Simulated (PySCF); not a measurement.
# Excitation energy of Ga by level of theory

Ga [Ar] 3d10 4s2 4p1 (2P) → Ga [Ar] 3d10 4s2 5s1 (2S), as a difference of total energies. Calculation: PySCF 2.14, in aug-cc-pVQZ-DK; the spin-free X2C one-electron Hamiltonian (Gaussian nucleus). Correlated levels: valence: [Ar] 3d10 frozen. The calculations carry no spin-orbit coupling.

| method | excitation energy (eV) |
| --- | --- |
| UHF | 2.841 |
| LDA | 2.971 |
| PBE | 2.900 |
| PBE0 | 2.964 |
| r2SCAN | 3.171 |
| BHandHLYP | 3.018 |
| wB97X-V | 3.044 |
| r2SCANh | 3.170 |
| TPSSh | 3.001 |
| MP2 (valence) | 2.940 |
| SCS-MP2 (valence) | 2.942 |

Q: How much does correlation contribute at MP2 (valence)?

A: 2.940 − (2.841) = 0.099 eV, measured against UHF.

Errors of the correlated levels include the incompleteness of this basis and the frozen core.

For comparison: 3.005 eV (measured; NIST levels, between the centres of gravity of the two terms).
